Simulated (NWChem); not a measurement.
# C3HClF2; SMILES FC=C=C(F)Cl

Program: NWChem. Coordinates come from a PBE-D3(BJ)/def2-SVP optimisation.

For level BP86/def2-SVP:

- highest occupied level (eV) = -6.65

Problem. Estimate the same quantities for level N12/def2-SVP.

Solution. The highest occupied level (eV) is -6.50.
